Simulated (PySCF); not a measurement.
Dipole moment and polarisability of `C=C([SiH3])CC#N`

Species: C4H7NSi.
Geometry (GFN2-xTB, Å), atoms numbered from 1 in this order:
```
atom  x, y, z in Å
C1    -0.9400   -1.4639   -0.2130
C2    -0.1461   -0.4032   -0.1883
Si3    1.6158   -0.4294    0.5015
C4    -0.6455    0.9269   -0.7063
C5    -0.8973    1.8120    0.4021
N6    -1.1019    2.4948    1.2960
H7    -0.6108   -2.4199    0.1572
H8    -1.9480   -1.4321   -0.6022
H9     1.9164   -1.7853    0.9545
H10    1.7136    0.5365    1.5944
H11    2.5133   -0.0369   -0.5915
H12    0.1039    1.3927   -1.3535
H13   -1.5778    0.8084   -1.2685
```

Level: PBE0/def2-SVPD (PySCF), static field, nuclei fixed, core orbitals frozen in the response. The polarisability tensor in these axes (au):

```
x   78.94  1.25  3.33
y    1.25 84.77  6.12
z    3.33  6.12 67.65
```

Task: Diagonalise the tensor; give its mean and Δα, where Δα² is half the sum of the squared differences of the eigenvalues.

Result: Principal values 65.12, 78.91 and 87.34 au; mean 77.12 au = 11.43 Å³ = 12.72 × 10⁻⁴⁰ C²·m²/J; Δα = 19.43 au (25 % of the mean).

Task: What is the dipole moment, and where does it point?

Result: (0.50, -2.60, -2.81) D, 3.86 D in size, pointing from the negative to the positive side. Measured along this direction, the outermost atoms are N6 at the negative end and H7 at the positive end.

Task: What would n − 1 = 2πNα be for an ideal gas of these molecules at 298.15 K and 1 atm, electronic part alone?

Result: N = p/kT = 2.4615 × 10¹⁹ cm⁻³, so n − 1 = 2π × N × 11.43 × 10⁻²⁴ cm³ = 1767 × 10⁻⁶ at long wavelengths.

Task: Find the Langevin capture rate constant for NH4+ (18.034 u) meeting this molecule (97.035 u), k = 2.342 × 10⁻⁹ cm³/s × √(α in Å³ / reduced mass in u).

Result: The reduced mass is 15.21 u, so k = 2.03 × 10⁻⁹ cm³/s. The formula leaves out the permanent dipole, which adds to the capture rate.

Task: Sum over states: ᾱ = Σ f/ω², ω in Eh. What share falls to these 8 lowest TDDFT singlets (eV, f)? 6.70, 0.0069; 7.00, 0.2609; 7.28, 0.0039; 7.30, 0.0605; 7.70, 0.0125; 7.77, 0.0284; 7.92, 0.0025; 8.00, 0.0061.

Result: They add up to 5.55 au, 7.2 % of the 77.12 au; the largest single term is 3.94 au, from the state at 7.00 eV. Terms in order: 0.11, 3.94, 0.05, 0.84, 0.16, 0.35, 0.03, 0.07 au. Higher excitations give the rest. The strengths listed sum to 0.382.

One conformer (not necessarily the lowest) at the GFN2-xTB geometry, without solvent, vibrations or thermal averaging.
